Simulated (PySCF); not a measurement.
SMILES C(Br)Br (CAM-B3LYP/def2-SVP optimised geometry):

```
5

Br     1.358    -0.619     0.000
C     -0.569    -0.619     0.000
Br    -1.358     1.138     0.000
H     -0.905    -1.138    -0.901
H     -0.905    -1.138     0.901
```

Level of theory: CAM-B3LYP/def2-TZVP (PySCF).

**Question.** What are the frontier orbital energies and the dipole moment?

**Answer.** HOMO-2 -9.99 eV, HOMO-1 -9.60 eV, HOMO -9.50 eV, LUMO 0.12 eV, LUMO+1 1.40 eV; dipole moment 1.53 D.

Meta-Löwdin charges at CAM-B3LYP/def2-TZVP: Br1 -0.05, C2 -0.22, Br3 -0.05, H4 0.16, H5 0.16.
